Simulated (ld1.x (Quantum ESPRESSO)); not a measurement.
## Ranking TM semilocal potentials for Nb

All share these settings but for the change named:

```
Element                 : Nb
Generator               : ld1.x (Quantum ESPRESSO) 7.5
Type                    : norm-conserving Troullier–Martins (semilocal form)
Functional              : PBEsol
Relativity              : scalar-relativistic
Frozen core             : [Ar] 3d10
Valence charge          : 13
Reference configuration : 4s2 4p6 4d2 5s0 5p0 (charge +3)
Partial waves           : 4s (bound): rc 1.65 bohr; 4p (bound): rc 2.20 bohr; 4d (bound): rc 1.55 bohr
Local potential         : the d channel
Core correction         : Bessel-smoothed model core, default radius (core density twice the valence density)
```

Test errors are all-electron minus pseudo excitation energies from the reference, over 4s2 4p6 4d4 5s1 5p0; 4s2 4p6 4d4 5s0 5p0; 4s2 4p6 4d3 5s0 5p0; 4s2 4p6 4d3 5s1 5p1; 4s2 4p6 4d4 5s0 5p1; 4s2 4p6 4d1 5s0 5p0; 4s2 4p6 4d5 5s0 5p0. None of these files shows a bound ghost.

The base gives 728.4 meV.

Of 7 variants that were run, those that failed, showed a ghost or another fault, or gave nearly equal values are left out.

A variant can come out equal or close to the base, since the largest error may sit in a test that the change hardly touches while other tests move.

Question: Rank these variants by their largest absolute test error, smallest first.
A. core correction Bessel-smoothed model core inside 0.62 bohr
B. wave 4p (bound): rc 2.20 bohr becomes 4p (bound): rc 1.48 bohr
C. all radii but the core radius scaled by about 0.97 (s 1.60, p 2.12, d 1.50 bohr)
D. wave 4s (bound): rc 1.65 bohr becomes 4s (bound): rc 1.32 bohr

Answer: D (239.4 meV), C (549.6 meV), B (640.4 meV), A (728.4 meV).
